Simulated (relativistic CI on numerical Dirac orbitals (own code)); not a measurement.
# Co⁴⁺ in a cubic cluster: L2,3 absorption with charge transfer

Computed with a charge-transfer multiplet model of a cubic metal-ligand cluster with up to 2 ligand holes, Slater and spin-orbit integrals from Dirac-Coulomb-Breit ions, Slater integrals scaled by 0.7. The ground state mixes d5 with configurations of k ligand holes L, whose averages lie at kΔ + k(k − 1)U_dd/2; a core hole lowers each added d electron by U_cd. 20 K, Lorentzian 0.4 eV and Gaussian 0.3 eV FWHM.

Atomic integrals in eV (Slater integrals scaled, ζ unscaled), ground: F2dd 9.508, F4dd 5.971, zeta_d 0.080; with the core hole: F2dd 10.024, F4dd 6.297, zeta_d 0.102, zeta_core 9.658, F2cd 6.005, G1cd 4.623, G3cd 2.630.

Cluster parameters (eV): U_dd = 7.7, U_cd = 9, 10Dq = 0.45, 10Dq(ligand) = 0.1, V(eg) = 3.2, V(t2g) = -1.5, final-state hopping factor = 1.

```csv
Case,n_d,d5,d6L,d7L2,S
Δ = -2.7 eV,5.81,0.31,0.56,0.12,2.48
Δ = -0.7 eV,5.64,0.44,0.49,0.07,2.49
Δ = 0.3 eV,5.56,0.50,0.44,0.06,2.49
```

Weights, n_d and S are thermal averages at 20 K. Photon energies count from the first peak over 30 % of the highest in each spectrum, which can be another peak from case to case. The parameters are a model scan and need not match a compound or its usual spin state. Peaks in eV (height, largest 100):
- Δ = -2.7 eV: 0.0 (36), 1.7 (100), 4.7 (9), 15.3 (15), 17.0 (23)
- Δ = -0.7 eV: 0.0 (35), 1.7 (100), 5.1 (8), 15.3 (15), 17.0 (23), 17.8 (14)
- Δ = 0.3 eV: 0.0 (33), 1.7 (100), 5.4 (8), 15.4 (15), 17.0 (23)

For the case Δ = -0.7 eV, Δ = -0.7 eV is smaller than U_dd = 7.7 eV, the charge-transfer side of the Zaanen-Sawatzky-Allen scheme (negative Δ: between configuration averages a ligand hole costs less than the nominal valence; multiplet and field energies can change this for the lowest states). With the core hole the configuration with one ligand hole lies at Δ + U_dd − U_cd = -4.0, -2.0, -1.0 eV from the one without, in the order of the table; where this is negative the screened configuration lies lower, though the effective hopping of about 4.7 eV (from the holes of the mixed ground state) mixes the two strongly wherever it is as large as the gap.

With at most 2 ligand holes the space is cut while the next configuration still counts, so covalency is underestimated, and a final configuration with one more ligand hole, which can lie low, is missing from the spectra.
